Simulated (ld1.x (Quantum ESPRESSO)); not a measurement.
platinum, PAW: configuration errors across variants

platinum, PAW, made with ld1.x (Quantum ESPRESSO) 7.5 (PBE, fully relativistic). Core [Kr] 4d10 4f14, reference 5s2 5p6 5d9 6s1 6p0. Waves: 5s (bound): rcut 1.30, rcutus 1.55 bohr; 6s (bound): rcut 1.30, rcutus 1.55 bohr; 5p (bound): rcut 1.70, rcutus 2.00 bohr; 6p (bound, empty): rcut 1.70, rcutus 2.00 bohr; 5d (bound): rcut 1.15, rcutus 1.50 bohr; 5d channel at -0.1 Ry: rcut 1.15, rcutus 1.50 bohr; 5f channel at 0.4 Ry: rcut 1.50, rcutus 1.60 bohr; 5f channel at 1.95 Ry: rcut 1.50, rcutus 1.60 bohr. Local part: all-electron potential smoothed inside 1.50 bohr (lloc = -2). Core correction: Bessel-smoothed model core inside 0.95 bohr. Augmentation charge: BG, radius 1.25 bohr.

Open shells are filled in proportion to 2j + 1 (rel_dist='average').

All-electron excitation energies from the reference (eV): (1) 5s2 5p6 5d9 6s0 6p0 9.210; (2) 5s2 5p6 5d8 6s0 6p0 29.192; (3) 5s2 5p6 5d7 6s0 6p0 61.405; (4) 5s2 5p6 5d6 6s0 6p0 107.037; (5) 5s2 5p6 5d8 6s1 6p0 11.192.

2 further variants failed, have other tests or another functional or relativity, and are left out.

Errors AE − PS in meV (a dash: test not solved or not reliable):

| change | (1) | (2) | (3) | (4) | (5) | bound ghosts |
| --- | --- | --- | --- | --- | --- | --- |
| base | +12 | +6.4 | -26 | -123 | +0.8 | not determined |
| waves 5f channel at 0.4 Ry: rcut 1.50, rcutus 2.04 bohr; 5f channel at 1.95 Ry: rcut 1.50, rcutus 2.04 bohr | +12 | +6.4 | -26 | -123 | +0.8 | not determined |
| wave 5f channel at 0.4 Ry: rcut 1.50, rcutus 1.60 bohr becomes 5f channel at -0.18 Ry: rcut 1.50, rcutus 1.60 bohr | +12 | +6.4 | -26 | -123 | +0.8 | not determined |
| waves 5s (bound): rcut 1.30, rcutus 1.66 bohr; 6s (bound): rcut 1.30, rcutus 1.66 bohr | +38 | +31 | -1.4 | -98 | +10 | not determined |
| core correction a·sin(br)/r model core, default radius (ld1.x builds one for every PAW set, though the input has nlcc=.false.) | +8.3 | +2.8 | -32 | -134 | 0.0 | not determined |
| waves 5d (bound): rcut 1.15, rcutus 1.96 bohr; 5d channel at -0.1 Ry: rcut 1.15, rcutus 1.96 bohr | +35 | +13 | -32 | – | – | not determined |
| augmentation PSQ, inside the norm-conserving radii | +3.7 | -1.4 | -35 | -136 | -0.7 | not determined |

Give the same row for: local potential all-electron potential smoothed inside 1.15 bohr (lloc = -1).

–, –, –, –, –; bound ghosts: not determined.
